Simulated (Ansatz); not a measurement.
CH7GeNSi can be A, `C1[NH][GeH2][SiH2]1`, or B, `[GeH3][CH]1N[SiH2]1`.

Program: Ansatz. Geometries: PBE0-D4/def2-TZVP. ΔE: electronic, gas phase. CCSD(T)/CBS is the MP2 limit (def2-TZVPP, def2-QZVPP) plus CCSD(T) − MP2 in def2-TZVPP, frozen cores. DFT in def2-TZVPP. B3LYP here is the variant with VWN-RPA as its local correlation; programs differ in this. For Ge outer-core shells are correlated without core-valence functions, which leaves a few kJ/mol of doubt a bond. Scalar relativity is left out up to krypton.

A:

```xyz
11

C    -0.748   -0.963    0.107
N    -0.601    0.137    1.068
Ge    0.497    1.407    0.264
Si    0.799   -0.604   -0.957
H    -0.748   -1.944    0.595
H    -1.654   -0.903   -0.514
H    -1.417    0.351    1.623
H     1.521    2.001    1.251
H    -0.246    2.590   -0.407
H     0.607   -0.652   -2.431
H     1.990   -1.419   -0.600
```

B:

Z-matrix (Å, degrees):
```
Ge
C 1 1.945
H 1 1.541 2 109.8
H 1 1.541 2 110.9 3 120.4
H 1 1.538 2 108.9 3 -119.7
N 2 1.507 1 114.6 3 170.6
Si 2 1.830 1 125.2 3 99.4
H 2 1.092 1 114.6 3 -51.7
H 6 1.010 2 115.2 1 124.0
H 7 1.480 2 117.9 1 -151.6
H 7 1.477 2 123.9 1 2.8
```

(1) Which isomer does CCSD(T)/CBS put lower? Give the gap. (Best estimate.)

(2) Give E(B) − E(A) in kJ/mol with MP2/def2-TZVPP, PBE0-D4, B3LYP-D4, PBE-D4, HF/def2-TZVPP, CCSD(T)/def2-SVP, CCSD(T)/def2-TZVPP. (Estimate.)

(3) Does the order hold for the free energy at 298.15 K (harmonic terms from PBE0-D4)? (Estimate.)

Largest T1 diagnostic: 0.012.

Answers

(1) Ansatz gave: A, by 61.9 kJ/mol.

(2) Computed: MP2/def2-TZVPP 57.3, PBE0-D4 70.4, B3LYP-D4 63.5, PBE-D4 66.7, HF/def2-TZVPP 64.6, CCSD(T)/def2-SVP 68.3, CCSD(T)/def2-TZVPP 60.9. None reverses the order clearly.

(3) Ansatz gave: Yes: G(B) − G(A) = +50.2 kJ/mol.

From BLYP to BHLYP (50 % exact exchange), in def2-TZVPP and without D4, E(B) − E(A) moves by +8.1 kJ/mol. In def2-TZVPP, CCSD(T) changes the Hartree–Fock value by −3.7 kJ/mol (the triples alone add −1.1 kJ/mol) and MP2 by −7.2 kJ/mol.
